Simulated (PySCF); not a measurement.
**Löwdin shares of the frontier orbitals**

trans-Ti(NH3)2F4 (singlet state).
Structure used (PBE0-D3(BJ)/def2-SVP), in Å, numbered top down from 1:
```
atom  x, y, z in Å
Ti1    0.0476   -0.0145    0.0010
N2    -0.0004   -0.0035    2.2123
H3    -0.4716    0.8409    2.5354
H4     0.9452   -0.0319    2.5901
H5    -0.5331   -0.8027    2.5536
N6    -0.0097    0.0009   -2.2095
H7     0.4424    0.8356   -2.5794
H8    -0.9911    0.0223   -2.4875
H9     0.4130   -0.8412   -2.5966
F10    1.8048   -0.0182    0.3492
F11   -1.7205   -0.0156    0.3106
F12    0.0527    1.7501   -0.3202
F13    0.0514   -1.7743   -0.3368
```

Method used: TDDFT CAM-B3LYP/def2-SVPD, vertical, gas phase, core orbitals frozen in the response in PySCF.

Kohn–Sham orbitals with the atoms that hold most of them (Löwdin shares over 4%, at most four atoms; ? is withheld):

```json
{"orbital": "HOMO-3", "ε (eV)": "-11.85", "atoms": "F11 24%, F12 24%, F10 24%, F13 24%"}
{"orbital": "HOMO-2", "ε (eV)": "-11.65", "atoms": "F10 19%, F13 19%, F11 19%, F12 18%"}
{"orbital": "HOMO-1", "ε (eV)": "-11.40", "atoms": "?"}
{"orbital": "HOMO", "ε (eV)": "-10.91", "atoms": "N6 27%, N2 26%, F11 9%, F12 9%"}
{"orbital": "LUMO", "ε (eV)": "-0.70", "atoms": "Ti1 79%, F10 5%, F11 4%, F12 4%"}
{"orbital": "LUMO+1", "ε (eV)": "-0.70", "atoms": "Ti1 79%, F13 5%, F12 4%, F10 4%"}
{"orbital": "LUMO+2", "ε (eV)": "-0.22", "atoms": "Ti1 80%, F10 5%, F13 5%, F12 5%"}
```

Question: Which atoms hold the HOMO-1, and with what shares?

Answer: F10 (bonded to Ti) 25%; F12 (bonded to Ti) 25%; F11 (bonded to Ti) 25%; F13 (bonded to Ti) 25%.

Within 0.005 eV of a neighbour in this list lie LUMO/LUMO+1.

Question: The HOMO–LUMO gap is 10.21 eV. Where does the response calculation put the lowest singlet, and from which orbitals?

Answer: S1 is at 6.07 eV (f = 0.0084), 4.14 eV below the gap, made of HOMO→LUMO/LUMO+1 (≥90%). S1/S2 lie within about 0.01 eV of each other. 

For S1 the Löwdin share of titanium is at most 9% in HOMO and 79% in LUMO (ligand-to-metal charge transfer by this measure).

Next come S2 at 6.07 eV (f 0.0084), HOMO→LUMO/LUMO+1 (≥90%); S3 at 6.25 eV (f 0.0015), HOMO-1→LUMO/LUMO+1 (≥93%); S4 at 6.25 eV (f 0.0015), HOMO-1→LUMO/LUMO+1 (≥93%); S5 at 6.48 eV (f 0.0000), HOMO→LUMO+2 (98%).

Orbitals of the list HOMO-3 to LUMO+2 that lie within 0.01 eV of each other are written together with a slash and their weights summed (≥ marks a lower bound); for degenerate orbitals outside that list single weights are arbitrary.

Löwdin shares depend on the basis, the more so with diffuse functions.
